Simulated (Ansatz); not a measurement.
Gas-phase electronic energies from Ansatz, PBE0-D4/def2-TZVP geometries. CCSD(T)/CBS is the MP2 limit (def2-TZVPP, def2-QZVPP) plus CCSD(T) − MP2 in def2-TZVPP, frozen cores. DFT in def2-TZVPP. For Ga outer-core shells are correlated without core-valence functions, which leaves a few kJ/mol of doubt a bond. Scalar relativity is left out up to krypton. Each species was taken in one conformer, which may not be the lowest.

`B[SiH](F)Cl` + `[NH2][Ga]([F])[O][SiH3]` → `B[SiH](Cl)O[SiH3]` + `[NH2][Ga]([F])[F]`  (redistribution)

```csv
level,ΔE (kJ/mol),difference from CCSD(T)/CBS
LDA (SPW92),11.2,-2.5
PBE-D4,8.3,-5.4
BLYP-D4,7.3,-6.4
r2SCAN-D4,10.0,-3.7
BHLYP-D4,9.2,-4.5
ωB97X-V,9.0,-4.7
revPBE,9.9,-3.8
r2SCAN0,10.7,-3.0
RPA@PBE/def2-TZVPP,13.4,-0.3
MP2/def2-TZVPP,11.6,-2.1
CCSD(T)/CBS,13.7,0
```

Question: What do rigid-rotor, harmonic-oscillator terms from PBE0-D4/def2-TZVP frequencies (298.15 K, 1 bar) make of the CCSD(T)/CBS value? (An estimate is asked.)

Answer: Ansatz gave: ΔZPE = -0.1 kJ/mol, ΔH = +13.7 kJ/mol, ΔS = 6 J/(mol·K), ΔG = +12.0 kJ/mol. Modes under 50 cm⁻¹ make the entropy rough.

Largest T1 diagnostic among the species: 0.014.

At CCSD(T), def2-SVP lies −6.7 kJ/mol from the extrapolated value and def2-TZVPP −1.5 kJ/mol. Leaving LDA and LC-ωPBE aside and taking each functional with its dispersion term where it has one, the values, not all of them listed here, spread over 5.0 kJ/mol, from revPBE-D4 to B2PLYP.
